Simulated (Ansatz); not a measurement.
`FC(F)(F)CC(Cl)Cl` → `FC(F)(F)C(Cl)Cl` + `[CH2]` (triplet) at 298.15 K and 1 bar (formal loss of a carbene).

Program: Ansatz. Geometries: PBE0-D4/def2-TZVP. ΔE: electronic, gas phase. CBS: MP2 limit from def2 TZ/QZ plus the TZ coupled-cluster correction, frozen cores. This one scheme is used for every species. Triplets are unrestricted, without spin–orbit coupling. One conformer a species, not always the lowest.

```
           species  CCSD(T)/CBS energy (Eh)  H − E (kJ/mol)  S (J/(mol·K))
`FC(F)(F)CC(Cl)Cl`              -1334.90413           189.7          386.0
 `FC(F)(F)C(Cl)Cl`              -1295.63294           110.8          352.2
 `[CH2]` (triplet)                -39.09499            55.4          195.3
```

H − E and S are ideal-gas, rigid-rotor, harmonic terms from PBE0-D4/def2-TZVP, for one conformer and one mirror image of each species, with the whole ground term of open shells counted as degenerate. 1 Eh = 2625.50 kJ/mol, R = 8.31446 J/(mol·K).

Q: By hand: ΔE, ΔH, ΔS and ΔG.

A: ΔE = (-1295.63294) + (-39.09499) − (-1334.90413) = 0.17620 Eh = 462.6 kJ/mol. Δ(H − E) = 110.8 + 55.4 − 189.7 = -23.5, so ΔH = 439.1 kJ/mol. ΔS = 352.2 + 195.3 − 386.0 = 161.5 J/(mol·K). ΔG = 439.1 − 298.15 × (161.5)/1000 = 390.9 kJ/mol.

Q: By hand: the equilibrium constant, and the temperature at which ΔG would vanish if ΔH and ΔS stayed fixed.

A: log₁₀ K = −ΔG/(RT ln 10) = -68.5. ΔG = 0 at ΔH/ΔS = 2719 K, far beyond where these terms or the molecules hold.

The number of gas molecules changes by +1, which sets the sign of ΔS. A doubt of 5 kJ/mol in ΔE shifts log₁₀ K by 0.9 here. Other conformers and mirror images would add mixing entropy, several J/(mol·K) or more a flexible species. Modes under 60 cm⁻¹, often nearly free rotors, make the harmonic entropy too high. A triplet takes part, so the spin changes. These are equilibria of isolated gas molecules and say nothing of rates. Largest T1 diagnostic: 0.011 (customary marks: 0.02 for closed shells, 0.045 for open ones).
